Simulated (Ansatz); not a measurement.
Start from `[SiH3][N]([SiH3])[GeH3]` and change one atom or group to get `[CH3][AlH][N]([SiH3])[SiH3]`.

Ansatz, PBE0-D4/def2-TZVP geometries, multiplicity 1. Each molecule was computed in one conformer, which needn't be the lowest.

Scalar relativity is left out up to krypton.

| property | `[SiH3][N]([SiH3])[GeH3]` |
| --- | --- |
| size of the dipole moment (PBE/def2-TZVPP) / D | 0.78 |
| size of the dipole moment (B3LYP/def2-TZVPP) / D | 0.78 |
| LUMO energy (PBE/def2-TZVPP) / eV | -1.21 |
| HOMO energy (PBE0/def2-TZVPP) / eV | -7.46 |
| HOMO–LUMO gap (PBE/def2-TZVPP) / eV | 4.97 |
| LUMO energy (PBE0/def2-TZVPP) / eV | -0.36 |

Question: What does the change do to each property? (An estimate is asked.)

Answer: Ansatz gave: 
```json
{"property": "size of the dipole moment (PBE/def2-TZVPP) / D", "`[CH3][AlH][N]([SiH3])[SiH3]`": "1.07", "shift": "0.29"}
{"property": "size of the dipole moment (B3LYP/def2-TZVPP) / D", "`[CH3][AlH][N]([SiH3])[SiH3]`": "1.02", "shift": "0.24"}
{"property": "LUMO energy (PBE/def2-TZVPP) / eV", "`[CH3][AlH][N]([SiH3])[SiH3]`": "-1.60", "shift": "-0.39"}
{"property": "HOMO energy (PBE0/def2-TZVPP) / eV", "`[CH3][AlH][N]([SiH3])[SiH3]`": "-7.72", "shift": "-0.26"}
{"property": "HOMO–LUMO gap (PBE/def2-TZVPP) / eV", "`[CH3][AlH][N]([SiH3])[SiH3]`": "4.87", "shift": "-0.10"}
{"property": "LUMO energy (PBE0/def2-TZVPP) / eV", "`[CH3][AlH][N]([SiH3])[SiH3]`": "-0.82", "shift": "-0.46"}
```

With PBE0 the HOMO falls by 0.26 eV and the LUMO falls by 0.46 eV, so the gap narrows by about 0.20 eV. PBE moves the HOMO by -0.29 eV and ωB97M-V by -0.27 eV. Dipoles are sizes alone; their direction can turn.

B3LYP here is the variant with VWN-RPA as its local correlation; programs differ in this.
